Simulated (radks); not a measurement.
The numbers below are computed, except where a source is named.
Task: Valence configurations of Ni+ (all share [Ar]). Code: a radial shooting solver on a logarithmic mesh with Libxc functionals. Model: scalar-relativistic Kohn-Sham, r2SCAN, spin-unpolarised, spherical densities, finite nucleus; meta-GGA in the generalised Kohn-Sham scheme; Fermi nuclear charge, rms radius 3.7757 fm. Order these by energy: 3d8 4p1; 3d9; 3d6 4s2 4p1; 3d7 4s2; 3d8 4s1; 3d6 4p3; 3d8.5 4p0.5; 3d6 4s1 4p2; 3d7.5 4p1.5.

Result: From the lowest, in eV above it: 3d9 0.000; 3d8 4s1 3.451; 3d8.5 4p0.5 4.002; 3d8 4p1 9.169; 3d7 4s2 10.404; 3d7.5 4p1.5 15.652; 3d6 4s2 4p1 29.319; 3d6 4s1 4p2 36.687; 3d6 4p3 44.053. NIST lists [Ar] 3d9 as the ground configuration; this level of theory agrees among the configurations tried. The energies are those of spherical spin-averaged densities, not of single terms.
